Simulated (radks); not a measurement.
Results of a calculation; reference values are marked as such.
Sc IX, configuration [Ne] 3s2 3p1.

Code: a radial shooting solver on a logarithmic mesh with Libxc functionals. Model: Dirac Kohn-Sham, PBE, spin-unpolarised, spherical densities, point nucleus; open shells are shared between the two j in proportion to 2j + 1.

Energy parts (hartree):
total: -741.39859
kinetic: 748.32797
electron-nucleus: -1681.38691
Hartree: 225.83542
exchange-correlation: -34.17507

Orbitals (lengths in bohr, moments of r in powers of bohr; <r^-3> diverges for s and p1/2; r(90%) holds 90 % of the orbital's charge):
| orbital | occ. | eigenvalue (hartree) | <r^4> | r(90%) | <r^-3> | <1/r> |
|---|---|---|---|---|---|---|
| 1s1/2 | 2 | -167.9973 | 0.0001324 | 0.130 | - | 20.77 |
| 2s1/2 | 2 | -23.50112 | 0.03309 | 0.530 | - | 4.337 |
| 2p1/2 | 2 | -20.50015 | 0.02622 | 0.498 | - | 4.268 |
| 2p3/2 | 4 | -20.32629 | 0.02696 | 0.502 | 223.8 | 4.219 |
| 3s1/2 | 2 | -7.03970 | 1.548 | 1.38 | - | 1.503 |
| 3p1/2 | 0.333333 | -6.19523 | 1.757 | 1.43 | - | 1.430 |
| 3p3/2 | 0.666667 | -6.16644 | 1.787 | 1.44 | 37.18 | 1.420 |

The highest occupied level is 3p3/2 at -167.80 eV. For comparison, the ionisation energy in NIST's Atomic Spectra Database is 180.0 eV (measured). In exact Kohn-Sham theory the highest level is minus the ionisation energy, but local and semilocal functionals leave it too shallow, through self-interaction and a potential that decays too fast; potentials with the right tail come closer. The density falls to 0.001 e/bohr^3 at r = 2.11 bohr. Summed over all electrons, <r^2> = 4.081 bohr^2, which gives a Langevin (diamagnetic) susceptibility term of -3.23 x 10^-6 cm^3/mol.

Beside tabulated values, note that spin-unpolarised runs miss the spin-polarisation part of the exchange energy of open shells.
